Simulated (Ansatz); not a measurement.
Tuning the range parameter of LC-ωPBE so that −HOMO meets the ionisation energy; basis def2-TZVP, Ansatz. System: TcO3H. The state is a singlet with charge 0. Geometry: PBE-D4/def2-TZVP. The ionised state is a doublet.

Geometry of the singlet:

```csv
atom,x (Å),y (Å),z (Å)
Tc1,0.0003,0.0245,-0.0593
O2,1.1015,1.3035,-0.0103
O3,0.4933,-1.2399,-1.0639
O4,-1.5867,0.5235,-0.3476
H5,-0.0084,-0.6115,1.4811
```

In the def2 sets Tc takes a core potential; there is no spin–orbit coupling. The restricted singlet is unstable towards broken spin symmetry in Hartree–Fock (as tested in another run); at LC-ωPBE (ω = 0.10 bohr⁻¹)/def2-TZVP, LC-ωPBE (ω = 0.15 bohr⁻¹)/def2-TZVP, LC-ωPBE (ω = 0.20 bohr⁻¹)/def2-TZVP, LC-ωPBE (ω = 0.30 bohr⁻¹)/def2-TZVP this wasn't settled. At LC-ωPBE (ω = 0.30 bohr⁻¹)/def2-TZVP the charge 1 doublet is spin-contaminated (final ⟨S²⟩ up to 0.83, 0.75 for a pure state).

```
ω (1/bohr)  HOMO (eV)  LUMO (eV)  vertical IE (eV)  HOMO + IE (eV)
      0.15     -10.61      -3.00             12.11            1.50
       0.2     -11.17      -2.60             12.22            1.05
       0.3     -12.11      -2.14             12.44            0.33
```

(1) Estimate the row for 0.1 bohr⁻¹.

(2) Where does the tuning condition hold?

Answers

(1) 
| ω (1/bohr) | HOMO (eV) | LUMO (eV) | vertical IE (eV) | HOMO + IE (eV) |
| --- | --- | --- | --- | --- |
| 0.1 | -9.97 | -3.54 | 12.03 | 2.06 |

(2) Not within the range that was run.
